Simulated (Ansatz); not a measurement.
`CC([SiH3])CF`, charge 0, multiplicity 1.

Question: Give a relaxed structure at PBE0-D4/def2-TZVP (Ansatz). (Estimate.)

Answer: Computed: 
Z-matrix (Å, degrees):
```
C
C 1 1.527
H 1 1.095 2 111.1
H 1 1.093 2 111.7 3 120.2
H 1 1.092 2 110.8 3 -119.7
Si 2 1.893 1 111.4 3 -174.7
C 2 1.511 1 112.1 3 59.0
H 2 1.099 1 109.2 3 -58.4
H 6 1.485 2 111.4 1 -52.0
H 6 1.488 2 110.3 1 -173.7
H 6 1.489 2 108.6 1 67.3
F 7 1.389 2 110.5 1 69.4
H 7 1.096 2 111.3 1 -49.2
H 7 1.094 2 111.6 1 -171.3
```
This is one stationary point; other conformers may exist.
